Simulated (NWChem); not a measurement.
System: AlNH3OBr; SMILES [NH2][Al]([OH])[Br]

Parts of the log:

```
             Northwest Computational Chemistry Package (NWChem) 7.3.0
             --------------------------------------------------------

 CS  symmetry detected

                             Geometry "geometry" -> ""
                             -------------------------

 Output coordinates in angstroms (scale by  1.889725989 to convert to a.u.)

  No.       Tag          Charge          X              Y              Z
 ---- ---------------- ---------- -------------- -------------- --------------
    1 Al                  13.0000     0.03295941    -0.96112854     0.00000000
    2 Br                  35.0000     0.00471901     1.28674187     0.00000000
    3 O                    8.0000     1.48483413    -1.71526281     0.00000000
    4 H                    1.0000     2.33029260    -2.13743751     0.00000000
    5 N                    7.0000    -1.53075807    -1.79178616     0.00000000
    6 H                    1.0000    -1.65091217    -2.79341125     0.00000000
    7 H                    1.0000    -2.43638456    -1.34584020     0.00000000

 Effective nuclear repulsion energy (a.u.)     297.4302498155

      Symmetry information
      --------------------

 Group name             Cs
 Group number              2
 Group order               2
 No. of unique centers     7

                                Z-matrix (autoz)
                                --------

 Units are Angstrom for bonds and degrees for angles

[...]

      ----------------------
      Optimization converged
      ----------------------

  Step       Energy      Delta E   Gmax     Grms     Xrms     Xmax
  ---- ---------------- -------- -------- -------- -------- --------
@   12   -2947.48528824 -1.8D-08  0.00007  0.00003  0.00060  0.00151
                                     ok       ok       ok       ok

                                Z-matrix (autoz)
                                --------

 Units are Angstrom for bonds and degrees for angles

[...]

 Rotational Constants
 --------------------
 A=   0.209614 cm-1  (  0.301582 K)
 B=   0.062350 cm-1  (  0.089706 K)
 C=   0.048056 cm-1  (  0.069140 K)

 Temperature                      =   298.15K
 frequency scaling parameter      =   1.0000

 Zero-Point correction to Energy  =   25.513 kcal/mol  (  0.040658 au)
 Thermal correction to Energy     =   29.543 kcal/mol  (  0.047079 au)
 Thermal correction to Enthalpy   =   30.135 kcal/mol  (  0.048023 au)

 Total Entropy                    =   80.572 cal/mol-K
   - Translational                =   40.701 cal/mol-K (mol. weight = 139.9195)
   - Rotational                   =   27.331 cal/mol-K (symmetry #  =        1)
   - Vibrational                  =   12.541 cal/mol-K

 Cv (constant volume heat capacity) =   20.896 cal/mol-K
   - Translational                  =    2.979 cal/mol-K
   - Rotational                     =    2.979 cal/mol-K
   - Vibrational                    =   14.938 cal/mol-K

[normal modes left out]

 ----------------------------------------------------------------------------
 Normal Eigenvalue ||           Projected Infra Red Intensities
  Mode   [cm**-1]  || [atomic units] [(debye/angs)**2] [(KM/mol)] [arbitrary]
 ------ ---------- || -------------- ----------------- ---------- -----------
    1       -0.000 ||    0.000072           0.002         0.071       0.012
    2       -0.000 ||    0.000070           0.002         0.068       0.012
    3       -0.000 ||    0.000017           0.000         0.017       0.003
    4        0.000 ||    0.000074           0.002         0.072       0.013
    5        0.000 ||    0.000128           0.003         0.125       0.022
    6        0.000 ||    0.000003           0.000         0.003       0.001
    7      153.637 ||    0.007339           0.169         7.154       1.241
    8      190.185 ||    0.009084           0.210         8.855       1.536
    9      238.459 ||    0.013438           0.310        13.100       2.272
   10      280.350 ||    0.096773           2.233        94.339      16.361
   11      358.653 ||    0.003314           0.076         3.231       0.560
   12      382.776 ||    0.023430           0.541        22.840       3.961
   13      388.528 ||    0.243066           5.608       236.953      41.095
   14      564.265 ||    0.165068           3.808       160.916      27.908
   15      671.484 ||    0.133095           3.071       129.747      22.502
   16      805.517 ||    0.149384           3.446       145.627      25.256
   17      949.262 ||    0.125608           2.898       122.449      21.236
   18     1518.823 ||    0.056385           1.301        54.966       9.533
   19     3629.039 ||    0.045048           1.039        43.915       7.616
   20     3725.886 ||    0.045505           1.050        44.360       7.693
   21     3998.333 ||    0.125200           2.888       122.051      21.167
 ----------------------------------------------------------------------------
```

Level: PBE0/def2-SVP. This build's default masses of Se (78.918 u) and Br (79.917 u) are each other's, which moves their modes by up to 0.6 %.

Problem. Reconstruct the input file.

Solution. This is not unique; one that fits is the input that was run:
```
start job
memory heap 200 mb stack 900 mb global 1100 mb
geometry units angstroms
  Al    -1.002739     0.160500     0.396265
  Br     1.067968    -0.178108    -0.410727
  O     -1.405657    -0.552036     1.812813
  H     -1.624026    -0.968208     2.632661
  N     -2.086209     1.187599    -0.555767
  H     -3.035934     1.414033    -0.301916
  H     -1.857226     1.636525    -1.430444
end
basis spherical
  * library def2-svp
end
dft
  xc pbe0
  iterations 150
end
driver
  maxiter 120
end
task dft optimize
task dft freq
```
